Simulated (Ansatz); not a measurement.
Job for Ansatz (an electronic-structure program): R-CCSD(T)/aug-cc-pV(D+d)Z on CH5ClO (a complex), monomers drawn apart or pushed together. Files ending in .json are basis or fitting sets from the Basis Set Exchange.

Ansatz 0.2 input:
```yaml
crystal:
  periodic: [false, false, false]
  atoms:
    - {symbol: O, position_ang: [0.14541781, 0.25791158, 0.11241167]}
    - {symbol: H, position_ang: [-0.43692279, 0.42195430, 0.86624213]}
    - {symbol: H, position_ang: [-0.41687628, -0.13738397, -0.56120688]}
    - {symbol: C, position_ang: [0.69259671, -1.11137780, 4.12282479]}
    - {symbol: Cl, position_ang: [-0.92760407, -0.32646558, 4.23304249]}
    - {symbol: H, position_ang: [1.00135559, -1.07939941, 3.08270609]}
    - {symbol: H, position_ang: [1.37587300, -0.55150177, 4.75331730]}
    - {symbol: H, position_ang: [0.59062331, -2.13294308, 4.47496339]}
basis:
  gaussian:
    orbitals: aug-cc-pV_D+d_Z.json
magnetization: {spin_polarized: false}
correlation: {method: ccsd_t, electrons: outside_noble_gas}
scf: {lower_state_search: off}
```

It printed:

```
WARN ansatz: RAYON_NUM_THREADS=2 ignored (pool sized by the plan → 2); use --threads N
Functional definition: HF
these checks for a lower state are left out or cut short: stability, starts, cluster_reference, orbital_swaps, neighbouring_geometries, increment
integrals: 0.23 GiB planned
1174 factors; integrals over basis functions are off by at most 1.1e-3 eV
mean field: 0.28 GiB planned
mean field evaluation 1: about -15648.5663 eV, gradient 3.6e1 eV
mean field evaluation 2: about -15648.5661 eV, gradient 3.6e1 eV
mean field evaluation 4: about -15651.0734 eV, gradient 2.6e0 eV
mean field evaluation 8: about -15651.0981 eV, gradient 8.7e-5 eV
mean field -15651.09806348 eV, -575.1672451375 hartree, gradient 1.4e-6 eV, S^2 0.000000; 0 other end points of the search recorded, 0 dependent functions left out
7 core orbitals not correlated
reference -15651.09806348 eV, -575.1672451375 hartree; 11, 11 occupied and 105, 105 virtual orbitals, 1174 factors
second order -14.34082753 eV of doubles, -0.00000000 eV of singles
coupled cluster: 0.64 GiB planned
cycle   1  -14.99388665 eV  change   -6.5e-1 eV  update   7.8e-2
cycle   2  -15.32766086 eV  change   -3.3e-1 eV  update   2.2e-2
cycle   3  -15.40226404 eV  change   -7.5e-2 eV  update   1.0e-2
cycle   4  -15.40024245 eV  change    2.0e-3 eV  update   2.0e-3
cycle   5  -15.40006588 eV  change    1.8e-4 eV  update   7.0e-4
cycle   6  -15.40024792 eV  change   -1.8e-4 eV  update   2.0e-4
cycle   7  -15.40022371 eV  change    2.4e-5 eV  update   6.6e-5
cycle   8  -15.40022190 eV  change    1.8e-6 eV  update   1.9e-5
perturbative correction -0.41939663 eV, -0.0154125420 hartree
Total energy: -15666.91768201 eV, -575.7486053956 hartree
Checks for a lower state left out: stability, starts, cluster_reference, orbital_swaps, neighbouring_geometries, increment
```

Self-consistency was reached.

Cost: around 17 core-seconds (rough).
